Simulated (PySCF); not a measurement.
## Chromium: a sound run and one with changed settings

Sound run: Cr [Ar] 3d5 4s1, Cr⁺ [Ar] 3d5. Computed with PySCF 2.14 in aug-cc-pVDZ, with no relativity, point nucleus. In the sound run the correlated levels freeze [Ar]. The sound run starts from symmetry-adapted Hartree-Fock orbitals and uses a fine grid where one is needed.

Changed run: all electrons correlated in a basis built for the valence shell.

```csv
species,method,sound run (hartree),changed run (hartree),converged
Cr,MP2,-1043.43709,-1043.63460,yes
Cr⁺,MP2,-1043.20357,-1043.39306,yes
```

Ionisation energy of Cr:

```json
{"method": "UHF", "sound run (eV)": "5.911", "changed run (eV)": "5.911"}
{"method": "MP2", "sound run (eV)": "6.354", "changed run (eV)": "6.573"}
{"method": "SCS-MP2", "sound run (eV)": "6.059", "changed run (eV)": "6.278"}
```

A valence basis has no tight correlating functions, so it recovers only part of the core correlation, and not evenly between atom and ion.

For comparison, NIST gives 6.767 eV between the lowest levels.
